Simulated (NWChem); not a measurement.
System meant: C$_{4}$H$_{3}$Br; SMILES C#C/C=C\Br

NWChem input:

```
start job
memory heap 200 mb stack 900 mb global 1100 mb
geometry units angstroms noautoz
  C      1.152336    -2.670386     0.000000
  C      0.124417    -2.024649     0.000000
  C     -1.097881    -1.306737     0.000000
  C     -1.237948     0.028565     0.000000
  Br     0.181717     1.238405     0.000000
  H      2.068661    -3.231811     0.000000
  H     -2.022298    -1.896463     0.000000
  H     -2.220805     0.502768     0.000000
end
basis spherical
  * library def2-svp
end
dft
  xc xpbe96 cpbe96
  iterations 4
  mulliken
end
task dft energy
```

End of the output:

```
    Atom       Charge   Shell Charges
 -----------   ------   -------------------------------------------------------
    1 C    6     6.09   1.97  0.63  0.36  1.86  1.23  0.05
    2 C    6     5.97   1.97  0.63  0.31  1.83  1.17  0.08
    3 C    6     6.04   1.96  0.60  0.30  1.90  1.19  0.09
    4 C    6     6.16   1.97  0.65  0.33  1.86  1.27  0.09
    5 Br  35    34.86   2.00  2.00  1.96  1.13  0.71  5.99  5.81  2.45  2.74  7.83  2.04  0.20
    6 H    1     0.96   0.60  0.28  0.08
    7 H    1     0.94   0.62  0.26  0.07
    8 H    1     0.96   0.63  0.26  0.07

 center of mass
 --------------
 x =   0.07030999 y =   0.23615114 z =   0.00000000

 moments of inertia (a.u.)
 ------------------
        1030.937828482175           0.000000000000           0.000000000000
           0.000000000000         230.857981740347           0.000000000000
           0.000000000000           0.000000000000        1261.795810222522

     Multipole analysis of the density
     ---------------------------------

     L   x y z        total         alpha         beta         nuclear
     -   - - -        -----         -----         ----         -------
     0   0 0 0     -0.000000    -31.000000    -31.000000     62.000000

     1   1 0 0     -0.355950     -0.177975     -0.177975      0.000000
     1   0 1 0     -0.207696     -0.103848     -0.103848     -0.000000
     1   0 0 1     -0.000000     -0.000000     -0.000000      0.000000

     2   2 0 0    -26.115240    -81.674462    -81.674462    137.233684
     2   1 1 0     -0.562791      5.451894      5.451894    -11.466580
     2   1 0 1      0.000000      0.000000      0.000000      0.000000
     2   0 2 0    -29.097136   -275.071918   -275.071918    521.046701
     2   0 1 1      0.000000      0.000000      0.000000      0.000000
     2   0 0 2    -32.340133    -16.170067    -16.170067      0.000000

 ------------------------------------------------------------------------
 dft energy failed                                                                                  0
 ------------------------------------------------------------------------
 ------------------------------------------------------------------------
  current input line :
    21: task dft energy
 ------------------------------------------------------------------------
 ------------------------------------------------------------------------
 This type of error is most commonly associated with calculations not reaching convergence criteria
 ------------------------------------------------------------------------
 For more information see the NWChem manual at https://nwchemgit.github.io

0:dft energy failed:Received an Error in Communication
```

Q: Find the fault in this run and fix the input.

A: Convergence was not reached. Cause: the SCF was allowed too few iterations. This input runs:
```
start job
memory heap 200 mb stack 900 mb global 1100 mb
geometry units angstroms noautoz
  C      1.152336    -2.670386     0.000000
  C      0.124417    -2.024649     0.000000
  C     -1.097881    -1.306737     0.000000
  C     -1.237948     0.028565     0.000000
  Br     0.181717     1.238405     0.000000
  H      2.068661    -3.231811     0.000000
  H     -2.022298    -1.896463     0.000000
  H     -2.220805     0.502768     0.000000
end
basis spherical
  * library def2-svp
end
dft
  xc xpbe96 cpbe96
  iterations 150
  mulliken
end
task dft energy
```
It converges to -2727.27776 Ha (PBE/def2-SVP).
